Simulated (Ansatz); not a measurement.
CH₃ClGeO, SMILES `[Cl][GeH]1[CH2][O]1`, 7 atoms. Charge 0, multiplicity 1. Correlated methods include outer-core shells of Ge, which these sets cover unevenly. Scalar relativity is left out up to krypton. All runs use 2 threads of an AMD EPYC 9R45 on a shared host. Correlated methods freeze the cores.

How many basis functions does each run have, and how long does it take in Ansatz? RKS ωB97M-V/def2-QZVPP energy; direct RPA on PBE orbitals/def2-TZVPP energy; RKS HSE06 (plane-wave form)-D4/def2-TZVPP energy; RKS PBE0-D4/def2-QZVPP energy; RKS PBE0-D4/def2-TZVP relaxation (8 steps); RKS PBE-QIDH (frozen core)/def2-TZVPP energy; RKS BLYP-D4/def2-TZVPP energy; RKS PBE0-D4/def2-TZVP frequencies; RKS ωB97M-V/def2-SVP energy; RHF-MP2/def2-QZVPP energy; RKS PBE0-D4/def2-SVP energy; RHF-CCSD(T)/def2-TZVPP energy. (Estimate.)

The calculation gave: Other jobs shared the machine, so times are rough.

```
                                    level                   job  functions  wall time  peak host memory (GiB)
                     RKS PBE0-D4/def2-SVP                energy         93      0.7 s                     0.2
                   RKS BLYP-D4/def2-TZVPP                energy        194     0.95 s                    0.24
RKS HSE06 (plane-wave form)-D4/def2-TZVPP                energy        194      1.6 s                    0.52
    direct RPA on PBE orbitals/def2-TZVPP                energy        194      2.2 s                    0.38
                     RKS ωB97M-V/def2-SVP                energy         93      2.4 s                    0.28
    RKS PBE-QIDH (frozen core)/def2-TZVPP                energy        194      2.5 s                    0.45
                   RKS PBE0-D4/def2-QZVPP                energy        363      4.5 s                     1.1
                   RKS ωB97M-V/def2-QZVPP                energy        363      8.5 s                     1.3
                       RHF-MP2/def2-QZVPP                energy        363      9.5 s                     1.6
                    RKS PBE0-D4/def2-TZVP  relaxation (8 steps)        165       14 s                    0.43
                   RHF-CCSD(T)/def2-TZVPP                energy        194       34 s                     2.2
                    RKS PBE0-D4/def2-TZVP           frequencies        165       51 s                    0.42
```
